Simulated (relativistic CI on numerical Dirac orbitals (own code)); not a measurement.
## Hyperfine structure of Nb VI, mass number 93

Method of calculation: Dirac-Coulomb-Breit CI, separate exchange-only KLI orbitals for each configuration, model QED, valence Slater integrals scaled by 0.85, P86 correlation energy added to each configuration (own radial code, finite nucleus).

CI space (outside the closed core [Ar] 3d10): 4s²4p⁶, 4s²4p⁵4d, 4s4p⁶4d, 4s²4p⁵4f, 4s²4p⁵5s, 4s²4p⁵5p, 4s4p⁶4f, 4s²4p⁵5d, 4s²4p⁵6s, 4s²4p⁵6p, 4s²4p⁵5f, 4p⁶4d², 4p⁵4d³, 4p⁵4d²4f, 4p⁵4d²5s, 4p⁵4d²5p. Double excitations out of closed p, d and f shells are left out; levels of such configurations are missing from the list, as are those of other unlisted configurations, and high levels can miss mixing partners. These lack a partner that the ground configuration has and come out too high: 4s²4p⁵5d, 4s²4p⁵6s, 4s²4p⁵6p, 4s²4p⁵5f.

Nuclear spin I = 9/2, μ = 6.163 μN, Q = -0.32 b (tables of Stone and Pyykkö). The electronic factors are computed for point nuclear moments, without core polarisation or the Bohr-Weisskopf and QED corrections.

```json
{"Level": "4s²4p⁵4d ³P°1", "E (cm⁻¹)": "276311", "A (MHz)": "199.5", "B (MHz)": "-171"}
{"Level": "4s²4p⁵4d ³P°2", "E (cm⁻¹)": "281659", "A (MHz)": "-257.7", "B (MHz)": "-239"}
{"Level": "4s²4p⁵4d ³F°4", "E (cm⁻¹)": "283824", "A (MHz)": "1724", "B (MHz)": "1430"}
{"Level": "4s²4p⁵4d ³F°3", "E (cm⁻¹)": "286652", "A (MHz)": "2639", "B (MHz)": "1510"}
{"Level": "4s²4p⁵4d ³F°2", "E (cm⁻¹)": "291317", "A (MHz)": "3580", "B (MHz)": "1020"}
{"Level": "4s²4p⁵4d ³D°3", "E (cm⁻¹)": "300988", "A (MHz)": "1447", "B (MHz)": "-621"}
{"Level": "4s²4p⁵4d ³D°1", "E (cm⁻¹)": "308239", "A (MHz)": "-788.4", "B (MHz)": "-496"}
{"Level": "4s²4p⁵4d ³D°2", "E (cm⁻¹)": "312800", "A (MHz)": "-1577", "B (MHz)": "-927"}
```

Levels with J = 0, under 50 % of one LS term, or S terms without an open s electron are left out. Small factors come from cancelling terms and can be off by tens of per cent or more.

At this charge configurations can still be misplaced by up to about 7 % of their energy.

Question: Give the hyperfine levels of 4s²4p⁵4d ³F°4 relative to its centre of gravity.

Answer: With K = F(F + 1) − I(I + 1) − J(J + 1), E = AK/2 + B[¾K(K + 1) − I(I + 1)J(J + 1)]/[2I(2I − 1)J(2J − 1)]: F = 1/2: -37270, F = 3/2: -34820, F = 5/2: -30710, F = 7/2: -24910, F = 9/2: -17390, F = 11/2: -8070, F = 13/2: 3107, F = 15/2: 16230, F = 17/2: 31390 MHz.

LS names give the leading component of a level, which can be under half, so a name can repeat, a term be missing and a line seem to break the LS rules.
